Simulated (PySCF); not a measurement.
Ligands exchanged one at a time, Si C2H5-SH. Isolated molecules, 0 K electronic values unless said otherwise. One relaxed conformer stands for each flexible species; it need not be the lowest. Strings in code marks are SMILES. All members: neutral, multiplicity 1. Level: B3LYP-D3(BJ)/def2-TZVP // PBE0-D4/def2-SVP (PySCF), beside PBE-D3(BJ)/def2-TZVP // PBE0-D4/def2-SVP (PySCF) at the same geometries. B3LYP has the VWN-RPA correlation part, as in Gaussian.  Orbital energies are measured against the vacuum level.

```csv
species,"HOMO, PBE (eV)","HOMO, B3LYP-D3(BJ) (eV)"
`CC[Si](CC)(CC)CC`,-6.37,-7.46
`S[Si](S)(S)S`,-6.25,-7.21
`CC[Si](S)(S)S`,-6.14,withheld
`CC[Si](S)(S)CC`,-5.83,-6.79
`CC[Si](S)(CC)CC`,-5.78,-6.76
```

Problem. Fit y = a + b·x, y being the HOMO at the first level, to the 4 complete rows by least squares, with x = the PBE value in eV. Give a, b and the rms residual, and predict the withheld value.

Solution. Means of the 4 rows: x̄ = -6.0575, ȳ = -7.055 eV. Σ(x − x̄)² = 0.26347 and Σ(x − x̄)(y − ȳ) = 0.29855, so b = 1.133 and a = ȳ − b·x̄ = -0.192 eV. The rms residual is 0.042 eV. At x = -6.14 the line gives -7.15 eV. The run for `CC[Si](S)(S)S` gave -7.10 eV, so the line is off by 0.05 eV, within twice the rms residual.

Codes: PySCF.
